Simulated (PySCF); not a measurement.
CH4Cl2NTa, SMILES [CH3][Ta](=[NH])([Cl])[Cl], multiplicity 1.

Coordinates come from a PBE0-D3(BJ)/def2-SVP optimisation. The multiplicity is an assumed one; other spin states were not compared. The def2 effective core potentials stand for the cores of Ta; spin–orbit coupling is left out.

Two levels are set side by side: TDDFT-PBE/def2-SVPD (PySCF) and TDDFT-B3LYP/def2-SVPD (PySCF). Vertical, same geometry. The lowest singlet is HOMO→LUMO 98 % with PBE and HOMO→LUMO 98 % with the other functional; states are paired by order. Differences are taken from unrounded values.

| quantity | TDDFT-B3LYP | TDDFT-PBE | TDDFT-PBE minus TDDFT-B3LYP |
|---|---|---|---|
| lowest singlet excitation (eV) | 4.43 | 4.10 | -0.33 |
| lowest triplet excitation (TDA) (eV) | 4.13 | 3.83 | -0.30 |

Functionals without exact exchange tend to place singlet excitations lower, as here. Differences between two approximate levels are no errors against the true value.

Rough cost on one machine, each run with all the roots and properties that it gave: TDDFT-B3LYP against TDDFT-PBE about 4 times.
